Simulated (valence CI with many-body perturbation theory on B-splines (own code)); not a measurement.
The numbers below are computed, except where a source is named.
Energy levels of Nb XXXV

Level of theory: relativistic CI+MBPT: five valence electrons over a frozen Dirac-Fock core [He], radial functions for each j: 9 s, 9 p, 8 d, 6 f, 3 g, 1 h, with the one-electron correlation potential Σ1, the two-electron term Σ2, the three-electron term Σ3, Breit, model QED; selected CI, second order for the rest (own B-spline code, finite nucleus).

No measured spectrum was set against this ion. As an estimate, large intervals hold to a few tenths of a per cent, small ones and those within an open d or f shell to about a per cent. Among the levels kept, up to 2100 cm⁻¹ of a level comes from second order outside the variational space, and about a tenth of that is noise between levels of different J, which matters for small intervals.

Levels 46 to 88 of 88, with energies above the lowest level, (2s^2 2p1/2^2 2p3/2) J=3/2. "Leading %" is the weight of the configuration and term that name the level; weights of strongly mixed levels are sums over their largest components and can fall short. In the jj column 3d3/2^4 stands for four electrons in 3d with j = 3/2.

| No. | Configuration | Term | J | E (Ry) | Leading % | g | Leading jj |
| --- | --- | --- | --- | --- | --- | --- | --- |
| 46 | 2s2.2p2.3d | 4P | 5/2 | 201.98 | 40 | 1.209 | 2s^2 2p1/2 2p3/2 3d5/2 (70 %) |
| 47 | 2s2.2p2.3d | 4D | 3/2 | 202.07 | 41 | 1.184 | 2s^2 2p1/2 2p3/2 3d5/2 (82 %) |
| 48 | 2s2.2p2.3d | 2G | 9/2 | 202.39 | 53 | 1.209 | 2s^2 2p1/2 2p3/2 3d5/2 (98 %) |
| 49 | 2s2.2p2.3d | 4D | 5/2 | 202.62 | 39 | 1.196 | 2s^2 2p1/2 2p3/2 3d3/2 (52 %) |
| 50 | 2s2.2p2.3d | 4P | 3/2 | 202.71 | 44 | 1.377 | 2s^2 2p1/2 2p3/2 3d3/2 (81 %) |
| 51 | 2s2.2p2.3d | 4P | 1/2 | 202.90 | 46 | 1.951 | 2s^2 2p1/2 2p3/2 3d3/2 (93 %) |
| 52 | 2s2.2p2.3d | 2D | 5/2 | 203.26 | 59 | 1.171 | 2s^2 2p1/2 2p3/2 3d5/2 (79 %) |
| 53 | 2s2.2p2.3d | 2F | 7/2 | 203.45 | 55 | 1.093 | 2s^2 2p1/2 2p3/2 3d5/2 (85 %) |
| 54 | 2s2.2p2.3d | 2D | 3/2 | 203.53 | 66 | 0.922 | 2s^2 2p1/2 2p3/2 3d5/2 (95 %) |
| 55 | 2s2.2p2.3d | 2P | 1/2 | 203.71 | 70 | 0.971 | 2s^2 2p1/2 2p3/2 3d5/2 (90 %) |
| 56 | 2s2.2p2.3p | 2P° | 3/2 | 203.74 | 26 | 1.398 | 2s^2 2p3/2^2 3p1/2 (93 %) |
| 57 | 2s2.2p2.3p | 2D° | 5/2 | 204.00 | 49 | 1.181 | 2s^2 2p3/2^2 3p1/2 (94 %) |
| 58 | 2s.2p3.3p | 6P | 3/2 | 204.20 | 48 | 1.963 | 2s 2p1/2^2 2p3/2 3p1/2 (84 %) |
| 59 | 2s.2p3.3p | 6P | 5/2 | 204.35 | 36 | 1.561 | 2s 2p1/2^2 2p3/2 3p1/2 (79 %) |
| 60 | 2s.2p3.3s | 4D° | 1/2 | 204.35 | 47 | 0.658 | 2s 2p1/2^2 2p3/2 3s (82 %) |
| 61 | 2s.2p3.3s | 4D° | 3/2 | 204.59 | 25 | 1.347 | 2s 2p1/2^2 2p3/2 3s (88 %) |
| 62 | 2s2.2p2.3p | 2D° | 5/2 | 205.21 | 53 | 1.281 | 2s^2 2p3/2^2 3p3/2 (96 %) |
| 63 | 2s2.2p2.3p | 2P° | 1/2 | 205.22 | 54 | 1.034 | 2s^2 2p3/2^2 3p3/2 (72 %) |
| 64 | 2s2.2p2.3p | 4D° | 7/2 | 205.27 | 51 | 1.291 | 2s^2 2p3/2^2 3p3/2 (95 %) |
| 65 | 2s2.2p2.3p | 2P° | 1/2 | 206.12 | 85 | 0.742 | 2s^2 2p3/2^2 3p1/2 (79 %) |
| 66 | 2s.2p3.3p | 6P | 7/2 | 206.21 | 58 | 1.564 | 2s 2p1/2^2 2p3/2 3p3/2 (84 %) |
| 67 | 2s.2p3.3p | 4P | 3/2 | 206.69 | 48 | 1.648 | 2s 2p1/2^2 2p3/2 3p3/2 (87 %) |
| 68 | 2s2.2p2.3p | 2P° | 3/2 | 207.06 | 63 | 1.291 | 2s^2 2p3/2^2 3p3/2 (94 %) |
| 69 | 2s.2p3.3p | 4P | 5/2 | 207.21 | 41 | 1.512 | 2s 2p1/2^2 2p3/2 3p3/2 (78 %) |
| 70 | 2s.2p3.3p | 4P | 1/2 | 207.22 | 50 | 1.530 | 2s 2p1/2^2 2p3/2 3p3/2 (63 %) |
| 71 | 2s.2p3.3s | 4D° | 5/2 | 207.44 | 50 | 1.560 | 2s 2p1/2 2p3/2^2 3s (86 %) |
| 72 | 2s.2p3.3p | 4F | 3/2 | 207.80 | 34 | 0.882 | 2s 2p1/2^2 2p3/2 3p1/2 (90 %) |
| 73 | 2s2.2p2.3p | 2P° | 3/2 | 207.82 | 61 | 1.303 | 2s^2 2p3/2^2 3p3/2 (90 %) |
| 74 | 2s.2p3.3p | 2P | 1/2 | 207.89 | 35 | 1.415 | 2s 2p1/2^2 2p3/2 3p1/2 (66 %) |
| 75 | 2s.2p3.3s | 4S° | 3/2 | 208.40 | 31 | 1.350 | 2s 2p1/2 2p3/2^2 3s (84 %) |
| 76 | 2s.2p3.3s | 4D° | 7/2 | 209.12 | 95 | 1.418 | 2s 2p1/2 2p3/2^2 3s (95 %) |
| 77 | 2s2.2p2.3d | 2F | 7/2 | 209.56 | 50 | 1.248 | 2s^2 2p3/2^2 3d5/2 (96 %) |
| 78 | 2s2.2p2.3d | 2D | 3/2 | 209.65 | 42 | 1.099 | 2s^2 2p3/2^2 3d3/2 (95 %) |
| 79 | 2s2.2p2.3d | 2D | 5/2 | 209.68 | 29 | 1.213 | 2s^2 2p3/2^2 3d3/2 (81 %) |
| 80 | 2s2.2p2.3d | 2P | 1/2 | 209.70 | 71 | 0.855 | 2s^2 2p3/2^2 3d3/2 (56 %) |
| 81 | 2s2.2p2.3d | 4F | 9/2 | 209.71 | 52 | 1.223 | 2s^2 2p3/2^2 3d5/2 (96 %) |
| 82 | 2s.2p3.3d | 6D° | 5/2 | 209.93 | 47 | 1.434 | 2s 2p1/2^2 2p3/2 3d3/2 (77 %) |
| 83 | 2s2.2p2.3d | 2F | 7/2 | 209.97 | 47 | 1.065 | 2s^2 2p3/2^2 3d3/2 (94 %) |
| 84 | 2s.2p3.3p | 4F | 5/2 | 209.99 | 29 | 1.200 | 2s 2p1/2^2 2p3/2 3p3/2 (85 %) |
| 85 | 2s.2p3.3d | 6D° | 3/2 | 210.00 | 57 | 1.630 | 2s 2p1/2^2 2p3/2 3d3/2 (81 %) |
| 86 | 2s.2p3.3s | 2D° | 5/2 | 210.01 | 71 | 1.246 | 2s 2p1/2 2p3/2^2 3s (93 %) |
| 87 | 2s.2p3.3d | 6D° | 7/2 | 210.01 | 50 | 1.428 | 2s 2p1/2^2 2p3/2 3d3/2 (59 %) |
| 88 | 2s.2p3.3d | 6D° | 1/2 | 210.03 | 60 | 2.844 | 2s 2p1/2^2 2p3/2 3d3/2 (82 %) |

Where two levels of one J and parity lie close, their mixing, g and order are uncertain.
